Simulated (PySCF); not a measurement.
Species: 4-propylbenzaldehyde, C10H12O.
Structure used (PBE0-D3(BJ)/def2-SVP), in Å, numbered top down from 1:
```
atom  x, y, z in Å
C1     2.366   -0.365    1.467
C2     2.368   -0.165   -0.040
C3     1.387    0.909   -0.527
C4    -0.051    0.565   -0.254
C5    -0.729    1.107    0.844
C6    -2.046    0.749    1.114
C7    -2.712   -0.159    0.287
C8    -4.112   -0.538    0.569
O9    -4.762   -1.308   -0.093
C10   -2.043   -0.706   -0.816
C11   -0.731   -0.347   -1.079
H12    3.098   -1.130    1.767
H13    1.378   -0.688    1.830
H14    2.625    0.568    1.994
H15    3.381    0.113   -0.378
H16    2.131   -1.119   -0.541
H17    1.524    1.051   -1.612
H18    1.632    1.871   -0.049
H19   -0.214    1.821    1.493
H20   -2.569    1.179    1.974
H21   -4.550   -0.044    1.476
H22   -2.584   -1.411   -1.452
H23   -0.213   -0.773   -1.943
```

Computed, not measured: PBE0-D3(BJ)/def2-SVP geometry optimisation, gas phase in PySCF.

Masses are those of the commonest isotopes; rigid-rotor values at the optimised geometry. The values belong to one conformer with, in the numbering `[CH3:1][CH2:2][CH2:3][c:4]1[cH:5][cH:6][c:7]([CH:8]=[O:9])[cH:10][cH:11]1`, C1–C2–C3–C4 -64°, C2–C3–C4–C5 99°, C6–C7–C8–O9 180°.

**Question.** Give the principal moments of inertia and the rotational constants in MHz.

**Answer.** Ia = 177.63, Ib = 936.08, Ic = 986.52 u·Å²; 505379 MHz·u·Å²/I gives A = 2845, B = 539.9, C = 512.3 MHz.

**Question.** Classify the top.

**Answer.** A near-prolate asymmetric top: κ = (2 × 539.9 − 2845 − 512.3)/(2845 − 512.3) = -0.98.

**Question.** Is it planar, by Δ = Ic − Ia − Ib?

**Answer.** Not planar: Δ = Ic − Ia − Ib = -127.19 u·Å². For a rigid frame Δ = −2 Σ m c², so Σ m c² = 63.60 u·Å² lies off the ab plane: 14.56 from hydrogen and 49.04 from heavier atoms. The atom farthest from that plane is 2.17 Å away.

**Question.** Give the other two planar moments, Paa and Pbb, and the rms extents of the mass along the axes.

**Answer.** Paa = Σ m a² = (Ib + Ic − Ia)/2 = 872.48 and Pbb = Σ m b² = (Ia + Ic − Ib)/2 = 114.04 u·Å². With the mass M = 148.09 u, the rms extents √(P/M) along a, b and c are 2.43, 0.88, 0.66 Å.

**Question.** List the rotational levels J(Ka,Kc) to J = 4 (K).

**Answer.** Above 0(0,0), as E/k:
J = 1: 1(0,1) 0.050, 1(1,1) 0.161, 1(1,0) 0.162
J = 2: 2(0,2) 0.151, 2(1,2) 0.261, 2(1,1) 0.265, 2(2,1) 0.597, 2(2,0) 0.597
J = 3: 3(0,3) 0.303, 3(1,3) 0.410, 3(1,2) 0.418, 3(2,2) 0.748, 3(2,1) 0.748, 3(3,1) 1.305, 3(3,0) 1.305
J = 4: 4(0,4) 0.505, 4(1,4) 0.610, 4(1,3) 0.623, 4(2,3) 0.950, 4(2,2) 0.950, 4(3,2) 1.507, 4(3,1) 1.507, 4(4,1) 2.286, 4(4,0) 2.286

**Question.** Which lines would a microwave search look for?

**Answer.** The dipole components are |μa| = 3.46 D, |μb| = 1.09 D, |μc| = 0.75 D. Intensities carry the squares of the components, which stand as 1.00 : 0.10 : 0.05 (a : b : c). Some lines, for components of 0.1 D or more:

```
type  branch         J(Ka,Kc)    MHz  lower level (cm⁻¹)
   b       Q  4(1,3) ← 4(0,4)   2460               0.351
   a       R  3(1,2) ← 2(1,1)   3198               0.184
   b       R  1(1,1) ← 0(0,0)   3357               0.000
   a       R  4(2,2) ← 3(2,1)   4211               0.520
   a       R  4(1,3) ← 3(1,2)   4263               0.291
   b       R  2(1,2) ← 1(0,1)   4382               0.035
   a       R  5(1,5) ← 4(1,4)   5191               0.424
   a       R  5(4,1) ← 4(4,0)   5261               1.589
   a       R  5(3,3) ← 4(3,2)   5262               1.047
   a       R  5(1,4) ← 4(1,3)   5329               0.433
   b       R  3(1,3) ← 2(0,2)   5393               0.105
   c       R  3(1,2) ← 2(0,2)   5558               0.105
   b       Q  2(2,0) ← 2(1,1)   6916               0.184
   c       Q  4(3,2) ← 4(2,2)  11592               0.660
   b       Q  5(4,1) ← 5(3,2)  16232               1.223
   c       R  5(3,2) ← 4(2,2)  16854               0.660
   b       R  5(4,2) ← 4(3,1)  21494               1.047
```

**Question.** Estimate the classical rotational partition function at 10 K, 100 K and 500 K.

**Answer.** Point group C1, symmetry number σ = 1; q = (√π/σ)·√((kT/h)³/(ABC)), k/h = 20836.6 MHz/K: 6010 at 10 K, 190000 at 100 K, 2120000 at 500 K.

No frequency check. Constants of a rigid frame at the computed geometry: no zero-point averaging, no centrifugal distortion. A rigid rotor knows nothing of internal rotation, which can split or shift real lines.
